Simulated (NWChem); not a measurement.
System: C$_{3}$H$_{8}$N$_{2}$Si; SMILES C[Si@]1(N)C=NC1

Input file for NWChem:

```
start job
memory heap 200 mb stack 900 mb global 1100 mb
geometry units angstroms noautosym nocenter noautoz
  C     -1.375426    -1.519203     0.132955
  Si     0.093963    -0.369099    -0.042883
  N      1.479458    -1.357321    -0.300050
  C      0.053030     1.137547     1.109316
  N     -0.230722     1.989416     0.187256
  C     -0.164218     1.217112    -1.077173
  H     -2.305961    -0.942427     0.241256
  H     -1.472343    -2.167967    -0.752043
  H     -1.272665    -2.164495     1.020071
  H      2.415763    -0.981194    -0.382260
  H      1.485128    -2.345109    -0.078497
  H      0.106049     1.457183     2.161739
  H     -1.073168     1.349873    -1.688079
  H      0.685731     1.562963    -1.689016
end
basis spherical
  * library pcsseg-1
end
dft
  xc pbe0
  iterations 150
end
property
  shielding
end
task dft property
```

Geometry: optimised at PBE0/def2-SVP.

GIAO values for the isolated, static molecule; σ is the absolute isotropic shielding, δ = σ(reference) − σ with the isolated reference molecule computed at the same levels (13C: tetramethylsilane, 1H: tetramethylsilane, 15N: ammonia, 29Si: tetramethylsilane).

Atoms are numbered as in the input.

Question: Give the results of this calculation. (PBE0/pcSseg-1, GIAO.) Quantities: δ C1 (ppm); δ Si2 (ppm); δ N3 (ppm); δ C6 (ppm); δ H11 (ppm); δ H13 (ppm); δ H14 (ppm).

Answer: 
```json
{
  "δ C1 (ppm)": "-3.3",
  "δ Si2 (ppm)": "2.1",
  "δ N3 (ppm)": "35.1",
  "δ C6 (ppm)": "63.4",
  "δ H11 (ppm)": "1.09",
  "δ H13 (ppm)": "3.85",
  "δ H14 (ppm)": "3.98"
}
```
